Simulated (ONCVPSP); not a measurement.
chlorine (Cl) ONCV: all-electron and pseudo phase curves

| Item | Value |
| --- | --- |
| Element | chlorine |
| Generator | ONCVPSP 4.0.1 |
| Type | optimised norm-conserving Vanderbilt (ONCV) |
| Functional | PBE |
| Relativity | non-relativistic |
| Frozen core | [Ne] |
| Valence charge | 7 |
| Reference configuration | 3s2 3p5 |
| Partial waves | 3s: rc 1.10 bohr, ncon 3, nbas 7, qcut 6.4 1/bohr, 1 projector; 3p: rc 1.20 bohr, ncon 3, nbas 6, qcut 6.2 1/bohr, 2 projectors, debl 1.7 Ha |
| Local potential | polynomial inside 1.00 bohr (lpopt 5, dvloc0 -1 Ha) |
| Core correction | Teter function, fcfact 5, rcfact 1.45 |

The phase is arctan(r·R′/R) of the radial function R(r), unwrapped; energies in Ha, scanned from -2 to 5 Ha. A pole is an energy at which the radial function vanishes at the test radius. The pseudo phase is shifted by a multiple of π to meet the all-electron one at the reference energy, and phase errors are pseudo minus all-electron; the curves can meet again beyond the range given. Levels narrower than the energy grid can be missing from the lists of poles.

Question: For each channel, where are the poles, and over which energies does the pseudopotential scatter like the atom?

Answer:

```tsv
channel	radius (bohr)	reference energy (Ha)	poles, all-electron	poles, pseudo	unbroken range about the reference energy with phases within 0.05 rad	phase error 1 Ha above the reference energy (rad)
s	1.12	-0.75	none	2.59	below 1.0	-0.020
p	1.22	-0.32	none	4.86	the whole range	+0.000
```

Note: no bound ghost flagged; GHOST(+) flagged for s at 77.7 eV.

Phases in the p channel:

```json
{"E (Ha)": "-1.98", "all-electron": "0.678", "pseudo": "0.675"}
{"E (Ha)": "-1.80", "all-electron": "0.600", "pseudo": "0.597"}
{"E (Ha)": "-1.62", "all-electron": "0.510", "pseudo": "0.507"}
{"E (Ha)": "-1.44", "all-electron": "0.406", "pseudo": "0.404"}
{"E (Ha)": "-1.26", "all-electron": "0.288", "pseudo": "0.287"}
{"E (Ha)": "-1.08", "all-electron": "0.157", "pseudo": "0.156"}
{"E (Ha)": "-0.90", "all-electron": "0.015", "pseudo": "0.014"}
{"E (Ha)": "-0.72", "all-electron": "-0.134", "pseudo": "-0.134"}
{"E (Ha)": "-0.54", "all-electron": "-0.283", "pseudo": "-0.283"}
{"E (Ha)": "-0.36", "all-electron": "-0.426", "pseudo": "-0.426"}
{"E (Ha)": "-0.18", "all-electron": "-0.558", "pseudo": "-0.558"}
{"E (Ha)": "0.00", "all-electron": "-0.676", "pseudo": "-0.676"}
{"E (Ha)": "0.18", "all-electron": "-0.781", "pseudo": "-0.781"}
{"E (Ha)": "0.36", "all-electron": "-0.872", "pseudo": "-0.872"}
{"E (Ha)": "0.54", "all-electron": "-0.951", "pseudo": "-0.951"}
{"E (Ha)": "0.72", "all-electron": "-1.019", "pseudo": "-1.019"}
{"E (Ha)": "0.90", "all-electron": "-1.078", "pseudo": "-1.078"}
{"E (Ha)": "1.08", "all-electron": "-1.130", "pseudo": "-1.130"}
{"E (Ha)": "1.26", "all-electron": "-1.175", "pseudo": "-1.175"}
{"E (Ha)": "1.44", "all-electron": "-1.215", "pseudo": "-1.215"}
{"E (Ha)": "1.62", "all-electron": "-1.250", "pseudo": "-1.250"}
{"E (Ha)": "1.80", "all-electron": "-1.282", "pseudo": "-1.282"}
{"E (Ha)": "1.98", "all-electron": "-1.310", "pseudo": "-1.310"}
{"E (Ha)": "2.16", "all-electron": "-1.336", "pseudo": "-1.336"}
{"E (Ha)": "2.34", "all-electron": "-1.359", "pseudo": "-1.360"}
{"E (Ha)": "2.52", "all-electron": "-1.381", "pseudo": "-1.381"}
{"E (Ha)": "2.70", "all-electron": "-1.400", "pseudo": "-1.401"}
{"E (Ha)": "2.88", "all-electron": "-1.419", "pseudo": "-1.419"}
{"E (Ha)": "3.06", "all-electron": "-1.435", "pseudo": "-1.437"}
{"E (Ha)": "3.24", "all-electron": "-1.451", "pseudo": "-1.453"}
{"E (Ha)": "3.42", "all-electron": "-1.466", "pseudo": "-1.468"}
{"E (Ha)": "3.60", "all-electron": "-1.480", "pseudo": "-1.482"}
{"E (Ha)": "3.78", "all-electron": "-1.493", "pseudo": "-1.496"}
{"E (Ha)": "3.96", "all-electron": "-1.506", "pseudo": "-1.509"}
{"E (Ha)": "4.14", "all-electron": "-1.518", "pseudo": "-1.522"}
{"E (Ha)": "4.32", "all-electron": "-1.529", "pseudo": "-1.535"}
{"E (Ha)": "4.50", "all-electron": "-1.540", "pseudo": "-1.547"}
{"E (Ha)": "4.68", "all-electron": "-1.551", "pseudo": "-1.559"}
{"E (Ha)": "4.86", "all-electron": "-1.562", "pseudo": "-1.571"}
```
